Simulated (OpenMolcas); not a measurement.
Multiconfigurational calculation on Sb³⁺

Input:

```
&GATEWAY
Coord
1

Sb 0.0 0.0 0.0
Basis=ANO-RCC-VDZ
Group=XYZ
NoMove
AngMom=0.0 0.0 0.0
AMFI
&SEWARD
Relativistic=R04O02
&RASSCF
FileOrb=start.orb
Symmetry=1
Spin=3
nActEl=2 0 0
Inactive=14 9
Ras2=1 3
CIRoot=3 3 1
SDav=3
CIMx=300
Iter=120 100
PrWF=0.3
OrbListing=Nothing
MaxOrb=0
Atom
>>> COPY $Project.JobIph JOB001
&RASSCF
FileOrb=start.orb
Symmetry=1
Spin=1
nActEl=2 0 0
Inactive=14 9
Ras2=1 3
CIRoot=7 7 1
SDav=7
CIMx=300
Iter=120 100
PrWF=0.3
OrbListing=Nothing
MaxOrb=0
Atom
>>> COPY $Project.JobIph JOB002
&RASSCF
FileOrb=start.orb
Symmetry=2
Spin=3
nActEl=2 0 0
Inactive=14 9
Ras2=1 3
CIRoot=3 3 1
SDav=3
CIMx=300
Iter=120 100
PrWF=0.3
OrbListing=Nothing
MaxOrb=0
Atom
>>> COPY $Project.JobIph JOB003
&RASSCF
FileOrb=start.orb
Symmetry=2
Spin=1
nActEl=2 0 0
Inactive=14 9
Ras2=1 3
CIRoot=3 3 1
SDav=3
CIMx=300
Iter=120 100
PrWF=0.3
OrbListing=Nothing
MaxOrb=0
Atom
>>> COPY $Project.JobIph JOB004
&RASSI
NrOfJobIphs=4 3 7 3 3
1 2 3
1 2 3 4 5 6 7
1 2 3
1 2 3
IphNames
JOB001
JOB002
JOB003
JOB004
EJob
SpinOrbit
DIPRint=1.0
SOCoupling=1000.0
Subsets=2
MEES
Property=10
'ANGMOM' 1 'ANGMOM' 2 'ANGMOM' 3 'MLTPL  1' 1 'MLTPL  1' 2 'MLTPL  1' 3
'AMFI' 1 'AMFI' 2 'AMFI' 3 'MLTPL  2' 6
SOProperty=3
'ANGMOM' 1 'ANGMOM' 2 'ANGMOM' 3
```

Launched by
```bash
OMP_NUM_THREADS=1 MOLCAS_MEM=2252 MOLCAS_PROJECT=a pymolcas a.inp > a.log  # once for each step of the input, in one work folder
```

A driver script runs the steps one by one and writes start.orb anew before each from the orbitals found so far.

Output, cut to the results:

```
--- SEWARD ---
Basis set label: SB.ANO-RCC...6S5P2D.

      Electronic valence basis set:
      ------------------
      Associated Effective Charge  51.000000 au
      Associated Actual Charge     51.000000 au
      Nuclear Model: Point charge

      Shell  nPrim  nBasis  Cartesian Spherical Contaminant
         s      22       6        X
         p      19       5        X
         d      13       2                 X
Relativistic=R04O02
                  Relativistic Douglas-Kroll-Hess integrals:
                    - DKH order of Hamiltonian: 4
                    - DKH order of Properties : 2
--- RASSCF ---
Wave function specifications:
      -----------------------------

      Number of closed shell electrons          46
      Number of electrons in active shells       2
      Max number of holes in RAS1 space          0
      Max nr of electrons in RAS3 space          0
      Number of inactive orbitals               23
      Number of active orbitals                  4
      Number of secondary orbitals               4
      Spin quantum number                      1.0
      State symmetry                             1
Orbital specifications:
      -----------------------

      Symmetry species                           1   2
                                                ag  au
      Frozen orbitals                            0   0
      Inactive orbitals                         14   9
      Active orbitals                            1   3
      RAS1 orbitals                              0   0
      RAS2 orbitals                              1   3
      RAS3 orbitals                              0   0
      Secondary orbitals                         1   3
      Deleted orbitals                           0   0
      Number of basis functions                 16  15
      Number of CSFs                             3
      Number of root(s) required                 3
      Iter CI   SX   CI       RASSCF       Energy    max ROT     max BLB   max BLB  Level Ln srch  Step   QN
          iter iter root      energy       change     param      element    value   shift minimum  type update
 Nr of preliminary CI iterations:   1
 ###############################################################################
 ###############################################################################
 ###                                                                         ###
 ###                                                                         ###
 ###    WARNING: Problems in orbital optimization.                           ###
 ###                                                                         ###
 ###                                                                         ###
 ###############################################################################
 ###############################################################################
  Warning: In symmetry  1, orbital p=  15 has diagonal density matrix element D(p,p) close to zero. D(p,p)=  0.000000E+00
      Total energies have been shifted. Add                -6000.00 au
        ...
 ###############################################################################
 ###############################################################################
  Warning: In symmetry  1, orbital p=  15 has diagonal density matrix element D(p,p) close to zero. D(p,p)=  0.000000E+00
        4   1    1    0  -475.58477295   -1.82E-12   0.00E+00    9  13 2 -3.81E-08   0.50   0.00    SX    NO
      Convergence after  4 iterations
        5   1    1    0  -475.58477295   -9.09E-13   0.00E+00    9  13 2 -3.81E-08   0.50   0.00    SX    NO
      Natural orbitals and occupation numbers for root  1
      sym 1:   0.000000
      sym 2:  -0.000000   1.000000   1.000000
      Natural orbitals and occupation numbers for root  2
      sym 1:   0.000000
      sym 2:   1.000000   1.000000   0.000000
      Natural orbitals and occupation numbers for root  3
      sym 1:   0.000000
      sym 2:   1.000000   0.000000   1.000000
::    RASSCF root number  1 Total energy:  -6475.58477295
::    RASSCF root number  2 Total energy:  -6475.58477295
::    RASSCF root number  3 Total energy:  -6475.58477295
--- RASSCF ---
Wave function specifications:
      -----------------------------

      Number of closed shell electrons          46
      Number of electrons in active shells       2
      Max number of holes in RAS1 space          0
      Max nr of electrons in RAS3 space          0
...
--- RASSI ---
SPIN-FREE ENERGIES:
  (Shifted by EMIN (a.u.) =      -6476.2987274072)

 SF State       Relative EMIN(au)   Rel lowest level(eV)    D:o, cm**(-1)      L_eff

     4             0.0000000000        0.0000000000              0.0000         0.0
    11             0.2980193108        8.1095185753          65407.6784         1.0
    12             0.2980193108        8.1095185753          65407.6784         1.0
    13             0.2980193108        8.1095185753          65407.6784         1.0
    14             0.4701840187       12.7943589394         103193.4642         1.0
    15             0.4701840187       12.7943589394         103193.4642         1.0
    16             0.4701840187       12.7943589394         103193.4642         1.0
     2             0.7139544545       19.4276904246         156694.8907         1.0
     3             0.7139544545       19.4276904246         156694.8907         1.0
     1             0.7139544545       19.4276904246         156694.8907         1.0
     8             0.7617873825       20.7292907029         167193.0050         2.0
     9             0.7617873825       20.7292907029         167193.0050         2.0
     5             0.7617873825       20.7292907029         167193.0050         2.0
     6             0.7617873825       20.7292907029         167193.0050         2.0
     7             0.7617873825       20.7292907029         167193.0050         2.0
    10             0.8607121407       23.4211705070         188904.4798         0.0
     Dipole printing threshold changed to   1.00000000E+00

++ Dipole transition strengths (spin-free states):
   -----------------------------------------------
     for osc. strength at least  1.00000000E+00

  ( Max oscillator strength is only   0.77801204136185520      )
--
Eigenvalues of complex Hamiltonian:
   -----------------------------------
  (Shifted by EMIN (a.u.) =      -6476.2987274072)

...
```

Levels above the lowest, from the spin-orbit matrix, grouped by J:

| Configuration | Term | J | E (cm⁻¹) | Measured (cm⁻¹) | g | Term weight % |
| --- | --- | --- | --- | --- | --- | --- |
| 5s² | ¹S | 0 | 0.0 | 0.0 |  | 100 |
| 5s 5p | ³P° | 0 | 60519 |  |  | 100 |
| 5s 5p | ³P° | 1 | 62713 | 66700 | 1.498 | 99 |
| 5s 5p | ³P° | 2 | 67866 | 72560 | 1.501 | 100 |
| 5s 5p | ¹P° | 1 | 103459 | 95952 | 1.003 | 99 |
| 5p² | ³P | 0 | 150806 | 152076 |  | 97 |
| 5p² | ³P | 1 | 154322 | 156388 | 1.501 | 100 |
| 5p² | ³P | 2 | 157882 | 163524 | 1.444 | 89 |
| 5p² | ¹D | 2 | 168408 | 155956 | 1.057 | 89 |
| 5p² | ¹S | 0 | 190056 |  |  | 97 |

Against the 7 measured excited levels shown (Moore, Atomic Energy Levels, vol. III, NSRDS-NBS 35 (1971 reprint of NBS Circular 467, 1958)) the mean absolute deviation is 5400 cm-1; the largest miss in energy is 5p² ¹D₂: computed 168408, measured 155956 cm⁻¹ (+8.0 %). Levels of one J stand in another order than measured, so their pairing by name is doubtful.

Some levels mix across a computed gap that differs much from the measured one, so their mixing is not that of the real levels. The ¹D term of p² mixes with s d, which this space lacks. The basis is small and was not contracted for so high a charge. Computed and measured levels are paired by configuration, term and J; levels that our copy of the source lacks, or whose pairing is in doubt (as where it misses far off the trend of its configuration), stay unpaired and out of the deviations. Only configurations of the active space appear.

The RASSCF and RASSI steps took 9.1 s on 1 thread of Arm Neoverse V2, on a shared host; the integral step is not counted.

The term weight is that of the spin-free term in the level, not the purity of its configuration. ° marks odd parity.
